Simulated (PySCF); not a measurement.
How methods differ on the excitation energy of Br²⁺

Br²⁺ [Ar] 3d10 4s2 4p3 (4S) → Br²⁺ [Ar] 3d10 4s2 4p2 5s1 (4P), as a difference of total energies. Computed with PySCF 2.14 in aug-cc-pVDZ-DK (6s5p3d, 36 functions), with scalar relativity by spin-free X2C-1e. Correlated levels: valence: [Ar] 3d10 frozen. The calculations carry no spin-orbit coupling.

```json
{"method": "UHF", "excitation energy (eV)": "18.254"}
{"method": "MP2 (valence)", "excitation energy (eV)": "18.229"}
{"method": "SCS-MP2 (valence)", "excitation energy (eV)": "18.204"}
{"method": "CCSD (valence)", "excitation energy (eV)": "18.161"}
{"method": "CCSD(T) (valence)", "excitation energy (eV)": "18.149"}
{"method": "CCSDT (valence)", "excitation energy (eV)": "18.145"}
```

How much does correlation contribute at CCSD(T) (valence)?

18.149 − (18.254) = -0.105 eV, measured against UHF.

A first-order spin-orbit estimate (lowest level to lowest level, LS coupling) adds -0.336 eV.

The promoted electron is Rydberg-like, and one or two diffuse shells describe it only roughly, which tends to raise the upper state.

The coupled-cluster amplitudes are large for the upper state (T1 above 0.03 or a double amplitude above 0.15), so a single reference is strained.
